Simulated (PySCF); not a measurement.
Calculated NMR parameters of N#CC1C(F)=C1F

- Formula: C4HF2N
- SMILES: N#CC1C(F)=C1F
- InChI: InChI=1S/C4HF2N/c5-3-2(1-7)4(3)6/h2H
- Point group of the computed structure: Cs
- Degrees of unsaturation: 4
- Carbon signals: 3
- Proton signals: 1

Atoms are numbered as in `[N:1]#[C:2][CH:3]1[C:4]([F:5])=[C:6]1[F:7]`. Hydrogens are named by the atom that carries them.

[PySCF: spin–spin couplings from B3LYP/pcJ-1; coordinates at the GFN2-xTB level; PBE0/pcSseg-1 with gauge-including orbitals; one computed conformer; averaged over atoms made equivalent by symmetry, fast rotation or ring inversion; non-relativistic; no solvent]

Referencing at the same level of theory: 1H and 13C against TMS; CFCl3 for 19F; 15N vs NH3.

| carbon | δC, type | δH (multiplicity, J in Hz) | HMBC from (abs. J ≥ 3 Hz) | span of the C tensor (ppm) |
| --- | --- | --- | --- | --- |
| C2 | 122.5, C | – | H(C3) | 342 |
| C3 | 33.7, CH | 3.49 (t, 1.0) | – | 44 |
| C4/C6 | 107.9, C | – | H(C3) | 170 |

Other nuclei:
```
atoms  nucleus       environment  δ (ppm)  σ (ppm)
F5/F7      19F  vinylic fluorine   -169.1    340.1
   N1      15N  nitrile nitrogen    297.3    -29.5
```

Selected couplings (Hz, signed; the shortest-range and largest first, 30 at most; isotopes 13C, 19F, 1H, 15N): 1J(C4,F5) -529.5, 1J(C3,H(C3)) 188.0, 1J(C2,C3) 88.8, 1J(N1,C2) -21.4, 1J(C3,C4) 16.9, 2J(C4,F7) -34.1, 2J(C3,F5) 19.6, 2J(C2,C4) -7.0, 2J(N1,C3) 3.2, 3J(C2,F5) -4.1, 3J(N1,H(C3)) -1.4, 3J(N1,C4) -1.1, 3J(F5,H(C3)) -1.0.

1. Carbon types of the structure: 3 × C, 1 × CH, which accounts for all hydrogens.
2. δC 122.5: nitrile carbon; typical of a nitrile.
3. δC 107.9: fully substituted alkene carbon; as expected for a trigonal carbon in a double bond.
4. δC 33.7: three-membered-ring carbon; aliphatic region, no heteroatom directly attached.
5. δH 3.49: hydrogen on a three-membered-ring carbon.

Common functionals overestimate the size of one-bond C–F couplings by tens of Hz; these are unscaled. Splittings below 1 Hz are ignored in the labels, and close J values are merged. Shifts are as computed. Against solution values, carbons near 30 ppm lie about +3 ppm off and those near 130 ppm about +5 ppm. Of 1211 compounds with measured shifts, 218 miss one by over three times the rms of a fit or turn the order of signals round; such compounds aren't used in these exercises. Unscaled 19F shifts against computed CFCl3 carry errors that often reach 10 to 50 ppm. Experimental scales use liquid or dissolved standards, which lie at an offset from isolated NH3 (liquid NH3: subtract about 20 ppm). Unscaled 15N shifts of sp2 nitrogen come out 20 to 40 ppm too high even then.
